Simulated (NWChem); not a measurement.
# A calculation on CHCl

```xyz
3

C      1.0579    -0.5466     0.0000
Cl    -0.4752     0.1724     0.0000
H      1.7315     0.3489     0.0000
```
Charge 0, spin multiplicity 1.

Program: NWChem. The geometry was optimised at PBE0/def2-SVP, a minimum by its harmonic frequencies.

Symmetry labels belong to the abelian group Cs used in the runs, with the axes of the coordinates shown.

The structure started from a generated list of species.

Question: List the lowest 3 singlet excitations that TD-PBE/aug-cc-pVDZ gives, with oscillator strengths.

Answer: 
| state | symmetry | energy (eV) | wavelength (nm) | f |
|---|---|---|---|---|
| 1 | a" | 1.69 | 733 | 0.002 |
| 2 | a" | 4.95 | 251 | 0.003 |
| 3 | a' | 5.23 | 237 | 0.020 |
